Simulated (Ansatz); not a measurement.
Cartesian coordinates (Å):
```xyz
17

Ta     0.1146    -0.0344    -0.1702
N     -1.2016     1.4908    -0.3838
H     -0.9410     2.3718    -0.8296
H     -2.0691     1.6334     0.1292
N     -1.4353    -1.0995     0.5818
H     -1.4798    -1.5729     1.4817
H     -2.3858    -1.0007     0.2214
N      1.5203     1.4064     0.0712
H      1.3768     2.3625     0.3893
H      2.5120     1.1805     0.1607
N      1.2953    -1.1658     1.0274
H      1.9550    -0.8402     1.7306
H      1.1011    -2.1538     1.1980
C      0.3811    -0.8127    -2.1782
H      1.0315    -1.7042    -2.1826
H      0.8299    -0.0582    -2.8469
H     -0.5968    -1.1028    -2.6003
```
Charge 0, spin multiplicity 1.

Method: Ansatz (a program for electronic structure) with frozen-core CCSD(T)/def2-TZVPP // r2SCAN-D4/def2-SVP.

HF energy: -318.69450 Ha
MP2 correlation energy: -1.48211 Ha

Estimate the CCSD correlation energy, the (T) correction, the total energy and the T1 diagnostic.


```yaml
CCSD correlation energy: -1.50613 Ha
"(T) correction": -0.06881 Ha
CCSD(T) total energy: -320.26944 Ha
T1 diagnostic: 0.019
```
